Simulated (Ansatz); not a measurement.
The cluster Be3O3⁺. The state is a doublet with charge 1. Geometry PBE0-D4/def2-SVP.

```xyz
6

Be    1.6616   -1.2779   -1.2754
Be   -0.6610    0.4239   -0.6630
Be    0.2217   -0.0870    1.0001
O    -0.4903    1.3428    0.6729
O     0.6484   -0.5013   -0.4979
O    -1.3805    0.0994    0.7634
```

The structure holds 1 bond(s) between oxygen atoms. Another isomer (doublet) lies 3.87 eV lower at PBE0-D4/def2-TZVP; other spin states weren't run for this one.

(1) Estimate the α-spin orbital energies around the gap (eV) in Ansatz with LDA (SPW92)/def2-TZVP, PBE-D4/def2-TZVP, r2SCAN-D4/def2-TZVP, PBE0-D4/def2-TZVP, ωB97X-V/def2-TZVP.

Results:

(1) 
| orbital | LDA (SPW92)/def2-TZVP | PBE-D4/def2-TZVP | r2SCAN-D4/def2-TZVP | PBE0-D4/def2-TZVP | ωB97X-V/def2-TZVP |
| --- | --- | --- | --- | --- | --- |
| HOMO−5 | -16.10 | -15.85 | -16.20 | -17.49 | -20.06 |
| HOMO−4 | -15.33 | -15.08 | -15.45 | -16.88 | -19.40 |
| HOMO−3 | -14.95 | -14.69 | -15.04 | -16.44 | -19.07 |
| HOMO−2 | -13.12 | -12.91 | -13.21 | -14.59 | -17.12 |
| HOMO−1 | -12.35 | -12.14 | -12.44 | -13.85 | -16.35 |
| HOMO | -9.85 | -9.82 | -9.93 | -10.70 | -12.79 |
| LUMO | -8.84 | -8.66 | -8.07 | -7.80 | -5.86 |
| LUMO+1 | -7.99 | -7.64 | -7.24 | -6.60 | -4.65 |
| LUMO+2 | -7.69 | -7.51 | -6.83 | -6.04 | -3.59 |
| LUMO+3 | -6.55 | -6.34 | -6.02 | -5.38 | -3.14 |
| LUMO+4 | -6.23 | -6.03 | -5.72 | -5.08 | -2.86 |
| LUMO+5 | -4.38 | -4.21 | -3.55 | -3.28 | -1.51 |
| β HOMO | -12.33 | -12.13 | -12.43 | -13.84 | -16.34 |
| β LUMO | -8.85 | -8.68 | -8.07 | -7.86 | -5.95 |
